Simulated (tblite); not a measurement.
C₄H₁₁BrO₂Si₂.
Atom-mapped SMILES: `[CH3:1][C@H:2]([Br:3])[SiH2:4][CH2:5][C:6](=[O:7])[O:8][SiH3:9]` (hydrogens: H10, H11, H12 on C1; H13 on C2; H14, H15 on Si4; H16, H17 on C5; H18, H19, H20 on Si9)

Computed with GFN2-xTB (tblite), gas phase: L-BFGS steps from a force-field or distance-geometry start until the largest atomic force falls under 0.01 eV/Å.

Step 31: E = -814.0747 eV
```
atom  x, y, z in Å  |  force x, y, z in eV/Å
C1     -3.2397    0.4400   -0.1304   -0.018   0.089   0.115
C2     -2.2607   -0.5379   -0.7528   -0.180  -0.089  -0.019
Br3    -3.1221   -2.3186   -0.8363    0.072   0.024   0.064
Si4    -0.5696   -0.7061    0.1395   -0.019   0.015   0.019
C5      0.1866    0.9931   -0.2418    0.065   0.094  -0.049
C6      1.6774    0.9394   -0.2481    0.167  -0.001   0.014
O7      2.4047    1.7141   -0.8140   -0.117  -0.182   0.083
O8      2.1519   -0.1033    0.4347    0.057  -0.042  -0.060
Si9     3.7639   -0.5438    0.3280    0.058  -0.017   0.054
H10    -4.1714    0.5143   -0.6984    0.146  -0.086   0.054
H11    -3.4797    0.1464    0.8920   -0.038  -0.079  -0.082
H12    -2.7955    1.4332   -0.0770    0.049   0.014  -0.109
H13    -2.0904   -0.2956   -1.8046   -0.103   0.034  -0.003
H14    -0.7411   -0.8945    1.5775   -0.053   0.001   0.068
H15     0.1189   -1.8491   -0.4426    0.085  -0.033  -0.110
H16    -0.1244    1.7259    0.5014    0.049   0.023   0.092
H17    -0.1384    1.3858   -1.2028    0.006   0.114  -0.105
H18     3.7295   -1.7340    1.1786   -0.077   0.128  -0.112
H19     4.6292    0.5034    0.8642   -0.098   0.002  -0.004
H20     4.0658   -0.8020   -1.0798   -0.051  -0.009   0.088
```

Step 32: E = -814.0792 eV
```
atom  x, y, z in Å  |  force x, y, z in eV/Å
C1     -3.2424    0.4348   -0.1316    0.073   0.072   0.055
C2     -2.2626   -0.5424   -0.7572   -0.316  -0.062   0.007
Br3    -3.1238   -2.3259   -0.8283    0.093   0.044   0.037
Si4    -0.5761   -0.7062    0.1384    0.070   0.129   0.008
C5      0.1886    0.9925   -0.2410    0.121   0.087  -0.013
C6      1.6833    0.9361   -0.2442   -0.178  -0.198   0.027
O7      2.4037    1.7074   -0.8127    0.163   0.143  -0.116
O8      2.1599   -0.1062    0.4286   -0.005  -0.191   0.084
Si9     3.7711   -0.5460    0.3278   -0.054   0.061   0.006
H10    -4.1726    0.5141   -0.6950    0.076  -0.083  -0.021
H11    -3.4829    0.1559    0.8887   -0.067  -0.207   0.090
H12    -2.7908    1.4196   -0.0762    0.093   0.182  -0.144
H13    -2.1079   -0.2893   -1.8092   -0.056  -0.036   0.012
H14    -0.7460   -0.8868    1.5783   -0.060  -0.018   0.042
H15     0.1319   -1.8304   -0.4517    0.077  -0.091  -0.107
H16    -0.1089    1.7250    0.5091    0.005   0.016   0.048
H17    -0.1291    1.3909   -1.2042    0.006   0.094  -0.019
H18     3.7413   -1.7320    1.1697   -0.076  -0.003  -0.002
H19     4.6002    0.5163    0.8738    0.023   0.062   0.011
H20     4.0580   -0.8164   -1.0756    0.014   0.000  -0.003
```

Step 33: E = -814.0857 eV
```
atom  x, y, z in Å  |  force x, y, z in eV/Å
C1     -3.2344    0.4347   -0.1290    0.014   0.094   0.079
C2     -2.2599   -0.5453   -0.7569   -0.207  -0.028   0.025
Br3    -3.1167   -2.3262   -0.8272    0.069   0.017   0.039
Si4    -0.5692   -0.7064    0.1364    0.073   0.120  -0.003
C5      0.1863    0.9995   -0.2439    0.088   0.058  -0.003
C6      1.6801    0.9413   -0.2473   -0.031  -0.104  -0.057
O7      2.4022    1.7057   -0.8298    0.017  -0.082   0.053
O8      2.1534   -0.0978    0.4397   -0.013  -0.032  -0.013
Si9     3.7619   -0.5473    0.3329   -0.054   0.072   0.023
H10    -4.1712    0.5006   -0.6877    0.124  -0.055   0.033
H11    -3.4656    0.1586    0.8978   -0.038  -0.138  -0.013
H12    -2.7842    1.4248   -0.0912    0.026   0.062  -0.121
H13    -2.1037   -0.2894   -1.8083   -0.067  -0.044   0.013
H14    -0.7333   -0.8935    1.5787   -0.055  -0.007  -0.009
H15     0.1402   -1.8306   -0.4595    0.051  -0.042  -0.084
H16    -0.1130    1.7270    0.5117    0.017  -0.001   0.019
H17    -0.1360    1.3994   -1.2065    0.029   0.080   0.027
H18     3.7137   -1.7395    1.1659   -0.057   0.004  -0.004
H19     4.6036    0.5052    0.8850   -0.008   0.028  -0.005
H20     4.0406   -0.8099   -1.0735    0.024  -0.003   0.000
```

Q: Estimate the geometry and energy of step 34. (The exact step hangs on the optimiser's Hessian estimate; all steps are aligned on step 33, rigid shifts and turns removed.)

A: E = -814.0908 eV, largest force 0.193 eV/Å
```
atom  x, y, z in Å  |  force x, y, z in eV/Å
C1     -3.2294    0.4360   -0.1257   -0.012   0.053   0.055
C2     -2.2623   -0.5483   -0.7567   -0.021   0.026   0.048
Br3    -3.1110   -2.3263   -0.8241    0.033  -0.021   0.039
Si4    -0.5647   -0.7045    0.1348    0.048   0.071  -0.034
C5      0.1865    1.0054   -0.2461    0.023   0.011   0.009
C6      1.6787    0.9415   -0.2495    0.022  -0.042  -0.078
O7      2.4014    1.7021   -0.8384   -0.005  -0.161   0.106
O8      2.1499   -0.0949    0.4453   -0.043   0.045  -0.057
Si9     3.7567   -0.5467    0.3364   -0.048   0.067   0.015
H10    -4.1672    0.4907   -0.6830    0.091  -0.011   0.046
H11    -3.4571    0.1575    0.9025   -0.014  -0.071  -0.042
H12    -2.7787    1.4283   -0.1027   -0.019  -0.010  -0.078
H13    -2.1050   -0.2888   -1.8076   -0.077  -0.059   0.022
H14    -0.7279   -0.8972    1.5795   -0.045   0.005  -0.067
H15     0.1468   -1.8301   -0.4668    0.010   0.026  -0.046
H16    -0.1135    1.7280    0.5148    0.032  -0.009  -0.007
H17    -0.1384    1.4075   -1.2083    0.048   0.069   0.071
H18     3.6961   -1.7427    1.1623   -0.040  -0.006   0.009
H19     4.6037    0.5006    0.8919   -0.018   0.017  -0.010
H20     4.0302   -0.8071   -1.0713    0.035  -0.001  -0.002
```

The energy changes by -0.0051 eV. The first-order estimate −F·Δx gives -0.0073 eV and the mean of the old and new forces, exact on a quadratic surface, -0.0051 eV. The step makes an angle of 67° with the force vector and moves no atom by more than 0.018 Å.

What follows is the cost of the whole relaxation. Hardware: Arm Neoverse N1, one thread, shared host with 64 logical CPUs at a one-minute load of 54. Cost: 2.7 s wall.
